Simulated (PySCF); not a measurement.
## One reaction down a group: Al, Ga, In

The same gas-phase reaction for Al, Ga, In:
- AlBr + 2 F2 → AlF3 + BrF
- GaBr + 2 F2 → GaF3 + BrF
- InBr + 2 F2 → InF3 + BrF

Energies from PySCF, thermal terms from the rigid-rotor harmonic-oscillator model, ideal gas at 1 bar. † marks an energy on the PBE0/def2-TZVP geometry and frequencies; other levels use their own. CCSD(T) freezes the core. All species are closed-shell singlets. In: scalar-relativistic def2 core potential, no spin-orbit coupling. Br, Ga: all electrons, no relativistic terms. CCSD(T) isn't extrapolated to the basis-set limit. The harmonic model lacks anharmonicity and excited electronic states, which grow with temperature; levels with a mode under 35 cm⁻¹ are left out.

ΔH°(298 K) in kJ, by level:

```tsv
level	Al	Ga	In
ωB97M-V/def2-TZVP†	-1240.5	-910.1	-754.4
CCSD(T)/def2-SVP†	-1189.6	-901.4	-705.8
r2SCAN/def2-TZVP†	-1253.5	-916.4	-744.8
PBE/def2-SVP	-1137.1	-839.0	-653.1
HF/def2-TZVP†	-1321.3	-989.8	-803.3
PBE/def2-TZVP†	-1180.1	-856.2	-701.5
```

At ωB97M-V/def2-TZVP†, ΔH° rises from Al to In, over a range of 486.1 kJ; the steps are +330.4, +155.7 kJ. 6 of the 6 levels shown give the same order. The levels scatter most for Al (184.2 kJ between the highest and the lowest) and least for In (150.2 kJ). ΔS°(298 K) runs from -137.4 to -125.1 J/K, so TΔS° at 298 K spreads over 3.7 kJ among the members, against 486.1 kJ for ΔH°.

Free energies at ωB97M-V/def2-TZVP†:

```tsv
member	ΔS°(298 K), J/K	ΔG°(298 K), kJ	ΔG°(2500 K), kJ	ΔG° changes sign
Al	-137.4	-1199	-913	none from 298 to 2500 K
Ga	-134.4	-870	-596	none from 298 to 2500 K
In	-125.1	-717	-468	none from 298 to 2500 K
```

The NASA 1993 table holds none of these reactions whole; the comparison is among the levels.
